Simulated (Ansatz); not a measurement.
2,4-difluorobenzenesulfonate, `O=S(=O)([O-])c1ccc(F)cc1F`. Total charge -1; singlet. Geometry r2SCAN-D4/def2-SVP, basis def2-TZVPD, Ansatz.

```csv
run,HOMO (eV),LUMO (eV)
A,-2.91,2.50
B,-1.24,1.79
C,-1.64,1.84
D,-1.58,1.43
E,-1.33,1.69
```

**Question.** The runs used LDA (SPW92), PBE, PBE0, r2SCAN, revPBE. Estimate which is which.

**Answer.** A PBE0 (25 % exact exchange); B revPBE (0 % exact exchange); C r2SCAN (0 % exact exchange); D LDA (SPW92) (0 % exact exchange); E PBE (0 % exact exchange). Exact exchange lowers occupied and raises empty levels; among semilocal functionals meta-GGAs tend to open the gap a little, and such runs are hard to tell apart. The gap grows from 3.01 eV (LDA (SPW92)) to 5.41 eV (PBE0).
